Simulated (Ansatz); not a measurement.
`N[SiH]([SiH3])[InH2]` + HBr → `N[SiH]([SiH3])Br` + `[InH3]` at 298.15 K and 1 bar (cleavage of the Si–In bond).

Gas-phase electronic energies from Ansatz, PBE0-D4/def2-TZVP geometries. CBS: MP2 limit from def2 TZ/QZ plus the TZ coupled-cluster correction, frozen cores. Elements past krypton have def2 core potentials. For Br, In outer-core shells are correlated without core-valence functions, which leaves a few kJ/mol of doubt a bond. Scalar relativity is left out up to krypton. Each species was taken in one conformer, which may not be the lowest.

| species | CCSD(T)/CBS energy (Eh) | H − E (kJ/mol) | S (J/(mol·K)) |
| --- | --- | --- | --- |
| `N[SiH]([SiH3])[InH2]` | -827.47915 | 215.4 | 421.2 |
| HBr | -2573.91920 | 24.6 | 198.6 |
| `N[SiH]([SiH3])Br` | -3209.86330 | 183.8 | 368.2 |
| `[InH3]` | -191.56739 | 54.8 | 229.0 |

H − E and S are ideal-gas, rigid-rotor, harmonic terms from PBE0-D4/def2-TZVP, for one conformer and one mirror image of each species. 1 Eh = 2625.50 kJ/mol, R = 8.31446 J/(mol·K).

Problem. By hand: ΔE, ΔH, ΔS and ΔG.

Solution. ΔE = (-3209.86330) + (-191.56739) − (-827.47915) − (-2573.91920) = -0.03234 Eh = -84.9 kJ/mol. Δ(H − E) = 183.8 + 54.8 − 215.4 − 24.6 = -1.4, so ΔH = -86.3 kJ/mol. ΔS = 368.2 + 229.0 − 421.2 − 198.6 = -22.6 J/(mol·K). ΔG = -86.3 − 298.15 × (-22.6)/1000 = -79.6 kJ/mol.

Problem. By hand: the equilibrium constant, and the temperature at which ΔG would vanish if ΔH and ΔS stayed fixed.

Solution. log₁₀ K = −ΔG/(RT ln 10) = 13.9. ΔG = 0 at ΔH/ΔS = 3819 K, far beyond where these terms or the molecules hold.

ΔH outweighs TΔS. A doubt of 5 kJ/mol in ΔE shifts log₁₀ K by 0.9 here. Other conformers and mirror images would add mixing entropy, several J/(mol·K) or more a flexible species. Modes under 60 cm⁻¹, often nearly free rotors, make the harmonic entropy too high. These are equilibria of isolated gas molecules and say nothing of rates. Largest T1 diagnostic: 0.014 (customary marks: 0.02 for closed shells, 0.045 for open ones).
